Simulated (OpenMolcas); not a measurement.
An OpenMolcas run meant for neutral selenium (ANO-RCC-VDZP, DKH4; inactive shells 1s 2s 2p 3s 3p 3d; intended active space 6 electrons in 8 orbitals (4s 4p 5s 5p)). One step of its input:

```
&RASSCF
FileOrb=start.orb
Symmetry=1
Spin=4
nActEl=6 0 0
Inactive=8 6
Ras2=2 6
CIRoot=15 15 1
SDav=744
CIMx=300
Iter=99 100
PrWF=0.3
OrbListing=Nothing
MaxOrb=0
Atom
CIOnly
>>> COPY $Project.JobIph JOB001
```

Lines from the output:

```
--- SEWARD ---
Basis set label: SE.ANO-RCC...5S4P2D.

      Electronic valence basis set:
      ------------------
      Associated Effective Charge  34.000000 au
      Associated Actual Charge     34.000000 au
      Nuclear Model: Point charge

      Shell  nPrim  nBasis  Cartesian Spherical Contaminant
         s      20       5        X
         p      17       4        X
         d      11       2                 X
Relativistic=R04O02
                  Relativistic Douglas-Kroll-Hess integrals:
                    - DKH order of Hamiltonian: 4
                    - DKH order of Properties : 2
--- RASSCF ---

 Nr of active orbitals     NAC=   8
 Spin degeneracy         ISPIN=   4
 There can be no such wave function.
 ************************************************
--- Stop Module: rasscf at  /rc=_RC_INPUT_ERROR_ ---
.####################.
.# User input error #.
.####################.
```

Question: What is wrong with the input?

Answer: The spin multiplicity does not fit the number of active electrons: an even count needs an odd multiplicity and the reverse.
